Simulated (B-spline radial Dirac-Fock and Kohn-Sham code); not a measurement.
X-ray lines that fill the M3 vacancy in Re⁵⁺

System: Re⁵⁺, [Xe] 4f14 5d2, inside a Watson sphere of charge -5 and radius 2.7 Å (a model of the Madelung potential; inside it an electron's potential energy is raised by 26.7 eV).

Calculated with a radial atomic solver, using a relativistic independent-particle model: LDA orbitals of the hole state, radiative multipoles to third order, Auger rates from the Coulomb interaction with a continuum orbital, Dirac-Fock energies.

```tsv
line	multipole	energy (eV)	width (meV)	share (%)
M3-M4	E1	421.9	0.106	0.305
M3-M5	E1	488.5	1.55	4.44
M3-N1	E1	1741.1	5.71	16.4
M3-N2	E2	1847.7	0.0135	0.0387
M3-N3	E2	1920.8	0.0114	0.0327
M3-N4	E1	2096.0	2.87	8.24
M3-N5	E1	2109.5	22.6	64.8
M3-O1	E1	2288.5	1.13	3.24
M3-N6	E2	2331.7	0.0296	0.0848
M3-N7	E2	2334.1	0.174	0.499
M3-O4	E1	2380.8	0.0735	0.211
M3-O5	E1	2382.0	0.587	1.69
```

The listed lines hold 100.0 % of the radiative rate. The radiative width is 0.0348 eV in the length form and 0.0344 eV in the velocity form; the two differ because the transition energies are not eigenvalue differences of the potential that gave the orbitals.
